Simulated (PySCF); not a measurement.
CH2Cl3Si, SMILES Cl[Si](Cl)(Cl)[CH2], multiplicity 2.

Geometry: PBE0-D3(BJ)/def2-SVP. The isomer is the one that the SMILES or the coordinates give; other isomers of the formula were not compared.

Method: PBE0-D3(BJ)/def2-SVP (PySCF).

Frequencies are harmonic and unscaled.

Task: Give all harmonic wavenumbers and intensities. (Estimate from the structure and the level; the computed values follow.)

Result: 
```tsv
mode	ν (cm⁻¹)	IR (km/mol)	moving atoms (share of kinetic energy)
1	46	0.1	H 96 %
2	151	1.1	Cl 71 %, C 20 %
3	159	0.6	Cl 70 %, C 18 %, H 11 %
4	218	2.2	Cl 48 %, C 23 %, H 16 %, Si 14 %
5	218	3.3	Cl 46 %, C 22 %, H 21 %, Si 12 %
6	230	12.4	Cl 58 %, Si 26 %, C 13 %
7	461	23.4	Cl 69 %, C 15 %, Si 13 %
8	554	0.0	H 52 %, C 20 %, Cl 14 %, Si 13 %
9	594	106.2	Si 48 %, Cl 35 %, H 14 %
10	629	244.9	Si 52 %, Cl 22 %, H 18 %, C 8 %
11	760	105.8	H 61 %, Si 19 %, C 18 %
12	819	78.9	C 46 %, Si 41 %, H 12 %
13	1354	11.4	H 86 %, C 13 %
14	3164	1.9	H 95 %
15	3283	3.0	H 89 %, C 11 %
```
